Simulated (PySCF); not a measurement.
Compound: C₄H₁₁Si₃ (doublet state).
Geometry (GFN2-xTB, Å), atoms numbered from 1 in this order:
```xyz
18
C4H11Si3 angstrom
C      3.6867   -0.2978   -0.7061
C      2.4185   -0.1925   -0.0189
C      1.3543   -0.0608    0.5419
Si    -0.2372   -0.1076    1.4328
C     -1.7523   -0.0124    0.2826
Si    -1.8816    1.6744   -0.5880
Si    -1.7460   -1.4831   -0.9231
H      4.3733    0.4685   -0.3453
H      4.1292   -1.2794   -0.5302
H      3.5434   -0.1645   -1.7789
H     -0.2662    0.8479    2.5450
H     -2.6404   -0.1150    0.9151
H     -3.0858    1.7297   -1.4213
H     -1.9734    2.7323    0.4254
H     -0.6952    1.8974   -1.4140
H     -2.9407   -1.4675   -1.7754
H     -0.5538   -1.4330   -1.7684
H     -1.7416   -2.7305   -0.1497
```

The hyperfine couplings belong to this conformer and change with its torsions.

The species is `CC#C[SiH]C([SiH3])[SiH3]` [radical].

Computed with UKS B3LYP, pcH-1 on C H Si, non-relativistic, mean-field spin-orbit, GIAO in PySCF 2.14.0. Geometry: GFN2-xTB, one conformer, isolated molecule. The geometry wasn't refined by DFT: couplings that depend on bond lengths, twists or pyramidal angles can differ widely from those at the functional's own minimum, by a factor of two or more for some ions and for spin on atoms past the first row. Stability of the SCF solution: not tested.

Task: Match the computed a_iso(13C) values +20.4, +15.8, +8.8, -6.4 MHz with the sites C1; C2; C3; C5.

Result: 
| site | a_iso (MHz) | ρ(0) (bohr⁻³) | position | distance from Si4 (Å) | spin population | largest \|T\| (MHz) |
| --- | --- | --- | --- | --- | --- | --- |
| C1 | -6.4 | -0.0057 | 3 bonds from Si4 | 4.47 | -0.01 | 0.5 |
| C2 | +15.8 | +0.0141 | 2 bonds from Si4 | 3.03 | +0.18 | 27.8 |
| C3 | +8.8 | +0.0078 | 1 bond from Si4 | 1.82 | -0.11 | 9.6 |
| C5 | +20.4 | +0.0181 | 1 bond from Si4 | 1.90 | 0.00 | 8.8 |

Task: Match the computed a_iso(29Si) values -474.6, -30.5 MHz (means over equivalent nuclei) with the sites Si4; Si6/Si7.

Result: 
| site | a_iso (MHz) | ρ(0) (bohr⁻³) | position | distance from Si4 (Å) | spin population | largest \|T\| (MHz) |
| --- | --- | --- | --- | --- | --- | --- |
| Si4 | -474.6 | +0.5352 | largest spin population | 0.00 | +0.89 | 157.5 |
| Si6/Si7 | -30.5 | +0.0344 | 2 bonds from Si4 | 3.14 | +0.01 | 4.5 |

ρ(0) is the spin density at the nucleus and T the dipolar tensor; a_iso includes a spin–orbit part; entries for several nuclei are means. The Mulliken spin populations are largest on Si4 (+0.89), C2 (+0.18) and C3 (-0.11). The positive populations add up to 1.14 and the negative ones to -0.14, together 2S = 1. The angles at Si4 add up to 339.4°, so it is pyramidal.

Means are taken over nuclei equivalent by connectivity, which assumes that they swap fast. The six 1H nuclei of mean +3.9 MHz run from -1.5 to 25.9 MHz in the frozen geometry. The three 1H nuclei of mean +14.4 MHz run from 7.0 to 27.5 MHz in the frozen geometry. The 29Si value of -30.5 MHz is a mean of couplings from -47.7 to -13.4 MHz in this one geometry, not an average over conformers.
